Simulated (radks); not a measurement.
Values are calculated unless marked as measured or tabulated.
Initial-state core-level shifts of the neodymium ion Nd2+ when its valence configuration changes from [Xe] 4f4. Level of theory: scalar-relativistic Kohn-Sham, PBEsol, spin-unpolarised, spherical densities, finite nucleus; Fermi nuclear charge, rms radius 4.9123 fm (a radial shooting solver on a logarithmic mesh with Libxc functionals). Shifts are changes of the shell-averaged eigenvalues in eV (positive: less bound); the change of the density at the nucleus, which sets a Mossbauer isomer shift, is in e/bohr^3, on a base of 4.717e+05.

\begin{tabular}{lrrrrr}
valence & 1s & 3d & 4p & 4d & density at nucleus \\ \hline
4f2 5d2 & -13.761 & -16.942 & -15.399 & -14.647 & +47.39 \\
4f2 5d1 6s1 & -16.594 & -19.860 & -18.256 & -17.508 & +89.01 \\
4f3.5 6s0.5 & -4.229 & -4.906 & -4.650 & -4.507 & +27.63 \\
4f3 6p1 & -10.052 & -11.516 & -10.899 & -10.581 & +25.62 \\
4f3 6s0.5 6p0.5 & -9.500 & -10.966 & -10.349 & -10.031 & +42.46 \\
4f2 6p2 & -21.686 & -25.052 & -23.352 & -22.601 & +58.54 \\
4f3.5 6p0.5 & -4.788 & -5.461 & -5.207 & -5.064 & +11.74 \\
4f1 5d3 & -22.047 & -27.337 & -24.415 & -23.164 & +77.72 \\
4f1.5 5d1 6s1 6p0.5 & -22.787 & -27.126 & -24.826 & -23.833 & +109.40 \\
\end{tabular}
